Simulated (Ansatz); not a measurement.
K6F5⁺, relaxed as a singlet with RKS PBE0-D4/def2-SVP in Ansatz, starting from the GFN1-xTB geometry. Force threshold 0.02 eV/Å.

Another isomer (singlet) lies 0.04 eV lower at PBE0-D4/def2-TZVP; other spin states weren't run for this one.

Start:

```tsv
atom	x (Å)	y (Å)	z (Å)
K1	-1.237	0.130	2.555
K2	1.357	-0.239	-2.892
K3	1.856	-0.734	0.874
K4	0.628	2.879	1.229
K5	-1.786	0.841	-0.941
K6	-0.611	-2.575	-1.026
F7	1.865	-1.618	-1.194
F8	-0.858	-0.406	-2.561
F9	1.308	0.979	2.211
F10	-1.463	2.114	0.888
F11	-1.059	-1.372	0.857
```

Estimate the energy that the relaxation releases and the steps that it takes.

125.6 kJ/mol, in 8 steps; 75 s on 4 threads of Arm Neoverse V2 on a shared host. The force fell under the threshold at step 6, but the optimiser went on. No frequencies were taken in this run, so the end may be a saddle point.

Does the start keep its bonding?

By distances, no bond broke or formed. The bond that changes most is K3–F11, from 2.98 to 2.65 Å (atoms count from 1).

Predict the relaxed structure.


```xyz
11

K    -1.1863    0.3465    2.6718
K     1.4616   -0.5004   -3.3648
K     1.7566   -0.9734    1.0363
K     0.6023    3.2658    1.6397
K    -1.9925    0.6560   -0.8382
K    -0.5070   -2.6138   -1.2567
F     1.8126   -1.6893   -1.3064
F    -0.8233   -0.5481   -2.6233
F     1.1877    1.0364    2.3176
F    -1.4447    2.1818    0.9988
F    -0.8669   -1.1615    0.7252
```
Bond lengths (bridged metal pairs left out): 16 × F–K 2.40 to 2.65 Å.
